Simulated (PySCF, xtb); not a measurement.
OZr, SMILES [O]=[Zr], multiplicity 1.

xtb with GFN2-xTB at its own geometry gives an orbital gap of 1.66 eV and a dipole moment of 7.61 D.

Coordinates come from a B3LYP-D3(BJ)/def2-TZVPD optimisation. The spin state was assumed, not searched. The def2 effective core potentials stand for the cores of Zr; spin–orbit coupling is left out.

Task: What does PBE0/def2-TZVPD run with PySCF give? (An estimate is asked for; the answer gives what the named calculation found.)

Result: gap 2.14 eV (levels -5.33 and -3.18 eV), dipole 2.61 D.
